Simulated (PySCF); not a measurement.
Gas-phase reaction: 4 GaCl + O₂ ⇌ 2 Ga₂O + 4 Cl

Computed with PySCF and rigid-rotor harmonic-oscillator thermochemistry at 1 bar. † marks an energy on the PBE0/def2-TZVP geometry and frequencies; other levels use their own. MP2 and CCSD(T) freeze the core. Open shells (unrestricted): O₂ (multiplicity 3), Cl (multiplicity 2, electronic degeneracy 6); the rest are closed-shell singlets. Spin-orbit splitting is ignored; it lowers the true energy and changes the entropy of Cl. Ga: all electrons, no relativistic terms. MP2 isn't extrapolated to the basis-set limit; its ΔH°(298 K) is 496.6 kJ in def2-SVP and 553.6 kJ in def2-TZVPP. CCSD(T) isn't extrapolated to the basis-set limit; its ΔH°(298 K) is 495.4 kJ in def2-SVP and 538.0 kJ in def2-TZVPP. The harmonic model lacks anharmonicity and excited electronic states, which grow with temperature; levels with a mode under 35 cm⁻¹ are left out. Soft modes under 120 cm⁻¹ make the harmonic entropy rough for Ga₂O.

```json
[
 {"level": "BLYP/def2-TZVP†", "ΔE electronic, kJ": "601", "ΔH°(298 K), kJ": "603", "ΔS°(298 K), J/K": "82", "ΔG°(2000 K), kJ": "392"},
 {"level": "CCSD(T)/def2-SVP†", "ΔE electronic, kJ": "493", "ΔH°(298 K), kJ": "495", "ΔS°(298 K), J/K": "82", "ΔG°(2000 K), kJ": "284"},
 {"level": "CCSD(T)/def2-TZVPP†", "ΔE electronic, kJ": "536", "ΔH°(298 K), kJ": "538", "ΔS°(298 K), J/K": "82", "ΔG°(2000 K), kJ": "327"},
 {"level": "HF/def2-TZVP†", "ΔE electronic, kJ": "406", "ΔH°(298 K), kJ": "409", "ΔS°(298 K), J/K": "82", "ΔG°(2000 K), kJ": "198"},
 {"level": "MP2/def2-TZVPP†", "ΔE electronic, kJ": "551", "ΔH°(298 K), kJ": "554", "ΔS°(298 K), J/K": "82", "ΔG°(2000 K), kJ": "343"},
 {"level": "PBE0/def2-QZVP†", "ΔE electronic, kJ": "635", "ΔH°(298 K), kJ": "637", "ΔS°(298 K), J/K": "82", "ΔG°(2000 K), kJ": "426"},
 {"level": "PBE0/def2-TZVP", "ΔE electronic, kJ": "641", "ΔH°(298 K), kJ": "643", "ΔS°(298 K), J/K": "82", "ΔG°(2000 K), kJ": "432"},
 {"level": "ωB97M-V/def2-TZVP†", "ΔE electronic, kJ": "614", "ΔH°(298 K), kJ": "617", "ΔS°(298 K), J/K": "82", "ΔG°(2000 K), kJ": "406"}
]
```
ΔH° is lowest at HF/def2-TZVP† and highest at PBE0/def2-TZVP. No reference value is set beside these.
